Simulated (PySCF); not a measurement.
## What an electron can do to SiI

r²SCAN in PySCF with def2-TZVPPD on every atom (core potentials on I), for the lowest determinant that a PBE0 search found; no spin–orbit coupling.

```csv
species,state (unpaired electrons),Re (Å),ωe (cm⁻¹),energy of the minimum from the neutral (eV),De (eV),dissociates to
SiI,doublet (π ↑),2.448,358,0.00,3.37,Si + I
SiI⁺,singlet (closed shell),2.324,448,7.27,4.42,Si⁺ + I
SiI⁻,triplet (π ↑↑),2.652,243,-1.63,1.74,Si + I⁻
```

Q: Work out the lowest energy to break SiI into atoms, from its vibrational ground state.

A: D0 = De − ωe/2 = 3.37 − 0.02 = 3.35 eV (r²SCAN/def2-TZVPPD).

Q: Work out the ionisation energy of the Si atom at this level and the threshold of dissociative ionisation.

A: IE(Si) = 7.27 + 4.42 − 3.37 = 8.32 eV, so Si⁺ + I + e⁻ appears at D0 + IE(Si) = 11.67 eV (r²SCAN/def2-TZVPPD). The measured IE(Si) is 8.152 eV (NIST ASD).

Q: Work out the electron affinity of the I atom and the threshold of dissociative attachment.

A: EA(I) = 3.37 − 1.74 − (-1.63) = 3.26 eV, so Si + I⁻ needs D0 − EA(I) = 0.09 eV (r²SCAN/def2-TZVPPD). The measured EA(I) is 3.059 eV.

Q: At which energy does ion-pair formation open?

A: Si⁺ + I⁻ lies at D0 + IE(Si) − EA(I) = 8.41 eV (r²SCAN/def2-TZVPPD).

These are thermodynamic thresholds; the onsets seen under electron impact lie higher where the geometry changes, and cross-sections peak well above them.

These are scalar-relativistic numbers at best; spin–orbit coupling would shift them, the dissociation energy most. For an ion De counts to the pair picked by the measured ionisation energies or electron affinities, which need not be the lowest pair at this level. The highest Kohn–Sham level is positive in this anion. Much of that is self-interaction error, but it also means that the finite basis helps to hold the extra electron. States were picked by a PBE0 search and need not be the measured ground states.
